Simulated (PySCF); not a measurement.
**Radial density of Al²⁺ (aluminium, charge +2)**

BP86, [Ne] 3s1, 2S determinant. Calculation: PySCF 2.14, in pcseg-2; the non-relativistic Hamiltonian (point nucleus).

```tsv
r (bohr)	4πr²ρ (e/bohr)	4πr²(ρα − ρβ)
0.00156	0.04140	0.0001
0.00263	0.1142	0.0003
0.00442	0.3078	0.0009
0.00744	0.8058	0.0023
0.0125	1.996	0.0056
0.0211	4.529	0.0126
0.0354	8.835	0.0237
0.0596	13.47	0.0318
0.100	13.96	0.0183
0.169	9.533	-0.0051
0.283	9.730	0.0523
0.477	12.55	0.0995
0.802	6.413	0.0014
1.35	1.170	0.3392
2.27	0.5124	0.4992
3.82	0.06791	0.0679
6.42	0.0004374	0.0004
```

(1) Where is the radial spin density 4πr²(ρα − ρβ) most negative, and why is it negative at all?

Results:

(1) Around r = 0.169 bohr, down to -0.0051 e/bohr: exchange with the open shell polarises the paired shells in an unrestricted calculation.
